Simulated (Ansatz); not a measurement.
```yaml
crystal:
  periodic: [true, true, true]
  atoms:
    - {symbol: C, position_ang: [1.586907, -0.362164, 1.807025]}
    - {symbol: O, position_ang: [1.239248, 0.182329, 0.572598]}
    - {symbol: Hf, position_ang: [0.679211, 0.965624, -1.048377]}
    - {symbol: F, position_ang: [0.981737, -0.316743, -2.424226]}
    - {symbol: Cl, position_ang: [1.746079, 3.026137, -1.430801]}
    - {symbol: Se, position_ang: [-1.855564, 1.350010, -0.905778]}
    - {symbol: C, position_ang: [-2.280112, -0.573183, -0.764706]}
    - {symbol: H, position_ang: [1.811416, -1.427048, 1.699825]}
    - {symbol: H, position_ang: [2.469354, 0.145082, 2.206384]}
    - {symbol: H, position_ang: [0.762944, -0.243216, 2.516335]}
    - {symbol: H, position_ang: [-1.738886, -1.150767, -1.512098]}
    - {symbol: H, position_ang: [-3.347965, -0.663709, -0.952944]}
    - {symbol: H, position_ang: [-2.054368, -0.932362, 0.236754]}
basis:
  gaussian: {orbitals: def2-SVPD, fitting: {mean_field: cc-pVTZ-jkfit}}
hamiltonian: {xc: {name: HF}}
correlation: {method: ccsd_t}
```

```sh
$ ansatz run in.yaml --threads 2 --pin off --events-out ev --progress --plain --max-ram 22528MiB --backend cuda --devices 0, --max-vram 18GiB
```

It prints (some lines left out):

```
Error: YAML parse error: error: line 2 column 3: crystal: missing field `lattice` (a structure is typed as `lattice` and `atoms`, a molecule's as `atoms` in Å alone, or read from a run's directory, `checkpoint`)
 --> <input>:2:3
1 | crystal:
2 |   periodic: [true, true, true]
3 |   atoms:
4 |     - {symbol: C, position_ang: [1.586907, -0.362164, 1.807025]}
```

Question: What is wrong with this run?

Answer: The molecule is marked periodic without a cell. The input was rejected before any iteration.
